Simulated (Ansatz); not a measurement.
Two structures of CH₇GaO, singlet, reached by relaxing down either side of one saddle point (PBE0-D4/def2-TZVP). Energies are electronic, without zero-point energy. Computed with Ansatz 0.2.0 (basis: def2-TZVPP and def2-QZVPP); correlated methods freeze the cores. Filled d shells of the heavier atoms are correlated. The def2 sets are not built for correlating such inner shells, so the correlated values are less sure here. Extrapolation: Hartree–Fock as exp(−7.88 √X), correlation as X^−2.97. First:

| atom | x (Å) | y (Å) | z (Å) |
| --- | --- | --- | --- |
| Ga1 | -0.9055 | 1.0144 | 0.2506 |
| O2 | 0.3535 | -0.0164 | 0.9833 |
| C3 | 0.4884 | -1.3834 | 0.7065 |
| H4 | -1.9381 | 0.2871 | -0.6739 |
| H5 | -0.8347 | 2.5053 | 0.6867 |
| H6 | 0.8976 | 1.5241 | -1.6995 |
| H7 | 0.3273 | 1.3780 | -2.1633 |
| H8 | 1.4439 | -1.5763 | 0.2042 |
| H9 | 0.4803 | -1.9562 | 1.6407 |
| H10 | -0.3127 | -1.7766 | 0.0647 |

Second:

```xyz
10
angstrom
Ga -0.9294 1.3203 -0.4195
O 0.7898 0.0587 -0.1511
C 0.5895 -1.1507 0.5817
H -1.9027 0.1841 -0.9384
H -1.0724 1.7900 1.0766
H 1.1733 -0.1374 -1.0112
H -0.2515 2.2618 -1.4880
H 1.5402 -1.6698 0.7157
H 0.1967 -0.8590 1.5539
H -0.1337 -1.7979 0.0804
```

(1) Which bonds change from the first to the second?

(2) Give the saddle point's structure and its height above each. (An estimate is asked for; the value comes from the calculation.)

No T1 diagnostic of these runs exceeds 0.015.

## Answers

(1) CH₅GaO ([CH3][O][GaH2]) + H₂ → CH₄O ([CH3][OH]) + GaH₃ (still joined by a long Ga–O bond); bonds formed: Ga1–H7, O2–H6; bonds broken: H6–H7; bonds weakened to dative contacts: Ga1–O2.

(2) By the calculation: 92.7 kJ/mol above the first and 108.2 kJ/mol above the second (CCSD(T) at an estimated basis limit (MP2 extrapolated from triple and quadruple zeta, plus CCSD(T) − MP2 in triple zeta)).
```tsv
atom	x (Å)	y (Å)	z (Å)
Ga1	-0.9144	1.2049	-0.0456
O2	0.6851	0.1633	0.3861
C3	0.6029	-1.2419	0.4367
H4	-2.1243	0.2748	-0.3665
H5	-0.8585	2.6268	0.5794
H6	0.6531	0.6621	-0.8360
H7	0.1996	1.1952	-1.5218
H8	1.6090	-1.6614	0.5196
H9	0.0217	-1.5625	1.3079
H10	0.1258	-1.6612	-0.4598
```

Labels in which every atom is bracketed show which atoms are joined, not bond orders.

For scale, one of the runs: CCSD(T)/def2-TZVPP, 208 basis functions, launched by `ansatz run in.yaml --threads 4 --pin off --events-out ev --progress --plain --max-ram 9574MiB`. The run took 65 s on 4 CPU threads of an Arm Neoverse V2 (shared host), with 2.8 GiB of host memory at its peak.
